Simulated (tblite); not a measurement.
Input of a run (GFN2-xTB geometry optimisation, gas phase (tblite 0.8.0)), started from a force field or distance geometry:
```
{"job": {"kind": "relax", "xc": "GFN2-xTB", "basis": "xTB"}, "charge": 0, "multiplicity": 2}
Si     2.663000     0.367500    -0.174800
O      1.060000     0.529600     0.378100
Si    -0.100200     0.690500    -0.840100
Si    -1.291800     2.574600    -0.476600
C     -1.244000    -0.792000    -0.640800
C     -0.506800    -2.099500    -0.891800
C     -0.930100    -1.699600     0.512800
H      3.545000     0.710400     0.970200
H      3.023100    -1.014600    -0.549500
H      2.993000     1.266200    -1.268600
H     -0.730000     3.166900     0.741300
H     -2.695300     2.160800    -0.291700
H     -1.111100     3.494800    -1.585800
H     -2.285400    -0.718300    -0.966300
H      0.583400    -2.054400    -1.031600
H     -1.114000    -2.898800    -1.321300
H     -0.145200    -1.341200     1.208100
H     -1.722300    -2.336600     0.951900
```

Output (eV, eV/Å):
```
step      E/eV     max force
  0    -578.97298    2.187
  1    -579.12893    1.533
  2    -579.26815    1.313
  3    -579.31805    0.858
  4    -579.43230    0.553
  5    -579.47149    0.593
  6    -579.51586    0.523
  7    -579.53498    0.395
  8    -579.55815    0.367
  9    -579.58421    0.470
 10    -579.61746    0.569
 11    -579.64980    0.530
 12    -579.68048    0.397
 13    -579.70234    0.293
 14    -579.71582    0.277
 15    -579.72620    0.207
 16    -579.73386    0.203
 17    -579.74154    0.203
 18    -579.74912    0.228
 19    -579.75525    0.162
 20    -579.75965    0.140
 21    -579.76269    0.118
 22    -579.76520    0.121
 23    -579.76785    0.114
 24    -579.77056    0.100
 25    -579.77335    0.127
 26    -579.77637    0.145
 27    -579.77989    0.197
 28    -579.78401    0.205
 29    -579.78822    0.144
 30    -579.79166    0.130
 31    -579.79433    0.107
 32    -579.79727    0.164
 33    -579.80099    0.198
 34    -579.80494    0.163
 35    -579.80857    0.122
 36    -579.81160    0.114
 37    -579.81404    0.133
 38    -579.81599    0.133
 39    -579.81734    0.163
 40    -579.81942    0.109
 41    -579.82238    0.141
 42    -579.82569    0.190
 43    -579.83048    0.229
 44    -579.83529    0.185
 45    -579.83942    0.107
 46    -579.84216    0.113
 47    -579.84431    0.113
 48    -579.84639    0.186
 49    -579.84560    0.147
 50    -579.84990    0.082
 51    -579.85141    0.080
 52    -579.85482    0.081
 53    -579.85592    0.075
 54    -579.85782    0.101
 55    -579.85902    0.107
 56    -579.86065    0.090
 57    -579.86195    0.089
 58    -579.86331    0.088
 59    -579.86458    0.093
 60    -579.86587    0.119
 61    -579.86700    0.098
 62    -579.86783    0.070
 63    -579.86834    0.061
 64    -579.86872    0.049
 65    -579.86906    0.050
 66    -579.86935    0.040
 67    -579.86956    0.038
 68    -579.86968    0.021
 69    -579.86976    0.022
 70    -579.86984    0.023
 71    -579.86994    0.034
 72    -579.87004    0.030
 73    -579.87011    0.020
 74    -579.87016    0.018
 75    -579.87019    0.016
 76    -579.87024    0.025
 77    -579.87031    0.026
 78    -579.87038    0.022
 79    -579.87045    0.019
 80    -579.87050    0.016
 81    -579.87054    0.017
 82    -579.87058    0.014
 83    -579.87061    0.014
 84    -579.87065    0.015
 85    -579.87070    0.014
 86    -579.87075    0.018
 87    -579.87079    0.017
 88    -579.87084    0.014
 89    -579.87091    0.017
 90    -579.87097    0.014
 91    -579.87103    0.014
 92    -579.87107    0.014
 93    -579.87112    0.018
 94    -579.87122    0.025
 95    -579.87139    0.039
 96    -579.87164    0.045
 97    -579.87188    0.034
 98    -579.87203    0.028
 99    -579.87213    0.023
100    -579.87224    0.027
101    -579.87242    0.040
102    -579.87267    0.046
103    -579.87291    0.040
104    -579.87311    0.031
105    -579.87325    0.025
106    -579.87335    0.021
107    -579.87347    0.027
108    -579.87359    0.026
109    -579.87369    0.019
110    -579.87376    0.019
111    -579.87382    0.019
112    -579.87389    0.016
113    -579.87394    0.013
114    -579.87398    0.009
```

Q: Summarise the run.

A: The energy falls by 20.8 kcal/mol over 114 L-BFGS steps, the largest force on an atom goes from 2.19 to 0.009 eV/Å, and the atoms move by 0.578 Å rms after alignment. The bond that changes most is Si1–O2 (ends: silicon bonded to O and 3 H; oxygen bonded to 2 Si), which shortens by 0.089 Å. Bonds longer at the end by more than 0.005 Å: 5 of 18; shorter: 12. Among the angles that change most is Si1–O2–Si3, from 114.9° to 162.5°. Among the dihedrals that turn most is O2–Si3–Si4–H12, from -119° to -176°. The energy rose by more than 1e-5 eV at step 49. The first step brought 17 % of the lowering.

Q: What are the final bond lengths?

A: Si1–O2 1.614 Å, O2–Si3 1.640 Å, Si3–Si4 2.293 Å, Si3–C5 1.901 Å, C5–C6 1.503 Å, C6–C7 1.490 Å, C5–C7 1.507 Å, Si1–H8 1.465 Å, Si1–H9 1.463 Å, Si1–H10 1.459 Å, Si4–H11 1.473 Å, Si4–H12 1.467 Å, Si4–H13 1.468 Å, C5–H14 1.085 Å, C6–H15 1.080 Å, C6–H16 1.080 Å, C7–H17 1.081 Å, C7–H18 1.081 Å. Numbering counts from 1 in the input's order; the species is `[Si](O[SiH3])(C1CC1)[SiH3]` [radical].

Time: 0.92 s. Hardware: Arm Neoverse V2, one thread, no GPU, shared host.

Its GFN2-xTB frequencies are all real (lowest 45 cm⁻¹).

One conformer stands for the species.

These are computed values.
